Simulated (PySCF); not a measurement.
**Mo²⁺: interval between two levels**

Mo²⁺ [Kr] 4d4 [5D4, M_J = 4] → Mo²⁺ [Kr] 4d3 5p1 [5G6, M_J = 6], as a difference of total energies. Calculation: PySCF 2.14, in x2c-TZVPall-2c; the two-component X2C-1e Hamiltonian. Correlated levels: [Ar] 3d10 frozen; the 6 highest virtual spinors dropped. "Screened" scales the spin-orbit matrix elements by Boettger's factors to mimic the two-electron term; Breit and QED terms are absent.

| method | interval between two levels (cm⁻¹) |
| --- | --- |
| GHF (spin-free) | 72914 |
| GMP2 (spin-free) | 73943 |
| GHF (screened spin-orbit) | 74156 |
| GMP2 (screened spin-orbit) | 75262 |

The labels give the starting determinants; with spin-orbit coupling the two ends relaxed to ⟨J²⟩ = 20.01, ⟨L²⟩ = 6.05, ⟨S²⟩ = 5.99 and ⟨J²⟩ = 42.01, ⟨L²⟩ = 20.09, ⟨S²⟩ = 5.98.
